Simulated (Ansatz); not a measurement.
A run for Ansatz (a first-principles code): R-SVWN5/def2-TZVPP on CH4SSe (SMILES CS[SeH]), a point of a torsion scan.

Ansatz 0.2 input:
```yaml
crystal:
  periodic: [false, false, false]
  atoms:
    - {symbol: C, position_ang: [-0.87981725, -0.16688022, 0.07420196]}
    - {symbol: S, position_ang: [0.05060278, 1.37882133, -0.20224671]}
    - {symbol: Se, position_ang: [2.11334899, 0.71133379, -0.02707886]}
    - {symbol: H, position_ang: [-0.57849919, -0.91854134, -0.64887035]}
    - {symbol: H, position_ang: [-1.92487940, 0.08744784, -0.06486496]}
    - {symbol: H, position_ang: [-0.71264485, -0.51721430, 1.08828573]}
    - {symbol: H, position_ang: [2.04196821, 0.22177477, 1.35169104]}
basis:
  gaussian:
    orbitals: def2-TZVPP
hamiltonian:
  xc: {name: SVWN5}
scf: {lower_state_search: off}
```

Output:

```
WARN ansatz: RAYON_NUM_THREADS=1 ignored (pool sized by the plan → 1); use --threads N
Functional definition: SVWN5
these checks for a lower state are left out or cut short: stability, starts, cluster_reference, orbital_swaps, neighbouring_geometries, increment
integrals: 0.09 GiB planned
1087 factors; their error is unknown
mean field: 0.64 GiB planned
mean field evaluation 1: about -77139.7098 eV, gradient 6.1e1 eV
mean field evaluation 2: about -77123.1627 eV, gradient 9.1e1 eV
mean field evaluation 4: about -77147.5794 eV, gradient 1.0e1 eV
mean field evaluation 8: about -77147.8398 eV, gradient 2.6e-1 eV
mean field evaluation 16: about -77147.8001 eV, gradient 3.0e-4 eV
mean field -77147.80012798 eV, -2835.1293620461 hartree, gradient 1.7e-6 eV, S^2 0.000000; 0 other end points of the search recorded, 0 dependent functions left out
reference -77147.80016026 eV, -2835.1293632324 hartree; 30, 30 occupied and 147, 147 virtual orbitals, 1087 factors
Total energy: -77147.80016026 eV, -2835.1293632324 hartree
Checks for a lower state left out: stability, starts, cluster_reference, orbital_swaps, neighbouring_geometries, increment
```

The run converged.

Cost: roughly 2.9 core-seconds.
